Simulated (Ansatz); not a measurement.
One geometry of CoF₃⁻, several levels of theory.

```yaml
crystal:
  periodic: [false, false, false]
  atoms:
    - {symbol: Co, position_ang: [0.000170, -0.000244, 0.000236]}
    - {symbol: F, position_ang: [1.718694, -0.026954, 0.012912]}
    - {symbol: F, position_ang: [-0.835422, 1.501697, -0.017193]}
    - {symbol: F, position_ang: [-0.883442, -1.474500, 0.004046]}
basis:
  gaussian: {orbitals: def2-TZVPD, initial_orbitals: start.molden}
total_charge: -1
magnetization: {spin_polarized: true, initial_magnetization: 3}
hamiltonian: {xc: pbe, dispersion: d4}
scf: {omitted_lower_state_checks: [starts]}
output: {orbitals: {seedname: orbitals}}
```

The file start.molden holds the orbitals of an earlier run on this structure, at another level or in another basis.

```sh
$ ansatz run in.yaml --threads 2 --pin off --events-out ev --progress --plain --max-ram 4352MiB
```

It prints (some lines left out):

```
Functional definition: PBE
1054 factors; their error is unknown
mean field evaluation 1: about -45772.1483 eV, gradient 8.6e0 eV
mean field evaluation 2: about -45772.4928 eV, gradient 6.7e-1 eV
mean field evaluation 4: about -45772.4880 eV, gradient 4.8e-2 eV
mean field evaluation 8: about -45772.4880 eV, gradient 7.2e-3 eV
mean field evaluation 16: about -45772.4880 eV, gradient 7.9e-5 eV
mean field -45772.48796803 eV, -1682.1079071184 hartree, gradient 9.5e-6 eV, S^2 3.768747; 0 other end points of the search recorded, 0 dependent functions left out
reference -45772.48801144 eV, -1682.1079087136 hartree; 29, 26 occupied and 139, 142 virtual orbitals, 1054 factors
Total energy: -45772.54628608 eV, -1682.1100502671 hartree
Checks for a lower state left out: starts
```

Run time 11 s (2 threads of Intel Xeon 6975P-C on a shared host).

The first input with `hamiltonian: {xc: pbe0, dispersion: d4}` (abridged; 14 s):

```
Functional definition: PBE0
mean field -45772.37643848 eV, -1682.1038084830 hartree, gradient 8.3e-6 eV, S^2 3.766701
Total energy: -45772.42518713 eV, -1682.1055999629 hartree
Checks for a lower state left out: starts
```

The first input with `hamiltonian: {xc: r2scan, dispersion: d4}` (abridged; 58 s):

```
Functional definition: r2SCAN
mean field evaluation 16: about -45782.9395 eV, gradient 1.7e-2 eV
mean field -45782.93953419 eV, -1682.4919950905 hartree, gradient 2.6e-6 eV, S^2 3.773286
Total energy: -45782.95301016 eV, -1682.4924903233 hartree
Checks for a lower state left out: starts
```

Geometry: PBE0-D4/def2-TZVP, that of the neutral quintet.

At PBE-D4/def2-TZVPD, r2SCAN-D4/def2-TZVPD the highest occupied level of the charge -1 quartet lies above zero (up to 1.32 eV). By energy differences its removal costs 2.81 eV (vertical, to the charge 0 quintet, at PBE-D4/def2-TZVPD); a positive level beside a positive removal energy at the same level points to self-interaction error.
